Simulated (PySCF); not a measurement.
A side-by-side comparison of computed properties.

First species: C6H11N3OSi.
SMILES: `CC(=O)c1cnn([SiH](C)C)n1`

Second species: C6H11ClOSi.
Z-matrix (Å and degrees, GFN2-xTB geometry), rows numbered from 1:
```
O 
C   1  1.4042
C   2  1.5396  1  112.95
C   3  1.5039  2  108.95  1    62.76
C   4  1.3237  3  111.93  2  -104.58
C   5  1.4956  4  111.34  3    -3.71
Cl  6  1.7941  5  111.04  4  -131.21
C   6  1.5338  5  104.34  4   -10.93
Si  8  1.9095  3  118.20  2   -31.33
H   1  0.9649  2  108.44  3   -56.99
H   2  1.0916  1  105.75  3  -120.51
H   2  1.1008  1  110.55  3   122.39
H   3  1.0934  2  107.31  1  -175.48
H   4  1.0769  3  121.64  2    71.19
H   5  1.0759  4  127.16  3   177.29
H   6  1.0935  5  111.93  4   112.09
H   8  1.0952  3  106.04  2  -151.91
H   9  1.4570  8  111.54  3    67.78
H   9  1.4664  8  107.35  3   -54.94
H   9  1.4636  8  106.74  3  -171.85
```

Levels: PBE0/pcSseg-1 for HOMO energy, LUMO energy and HOMO–LUMO gap. Geometries: GFN2-xTB. Each species is one conformer at its optimised geometry, gas phase, non-relativistic unless stated; the electronic structure was computed with PySCF and density fitting.

Dipoles, sizes and rotational constants follow the conformer. The torsions of the flexible species, by atom-mapped SMILES:
- `[CH3:1][C:2](=[O:3])[c:4]1[cH:5][n:6][n:7]([SiH:8]([CH3:9])[CH3:10])[n:11]1`: C1–C2–C4–C5 180°, N6–N7–Si8–C9 -60°

The conformers of `OC[C@@H]1C=C[C@@H](Cl)[C@@H]1[SiH3]` aren't listed.

Values for the first species:

```
HOMO energy   : -7.44 eV
LUMO energy   : -1.39 eV
HOMO–LUMO gap : 6.05 eV
```

(1) Estimate the same properties for the second species, and the change in each.

Answers

(1) 
```tsv
property	first	second	second less first
HOMO energy	-7.44 eV	-7.69 eV	-0.25 eV
LUMO energy	-1.39 eV	-0.44 eV	+0.95 eV
HOMO–LUMO gap	6.05 eV	7.25 eV	+1.20 eV
```

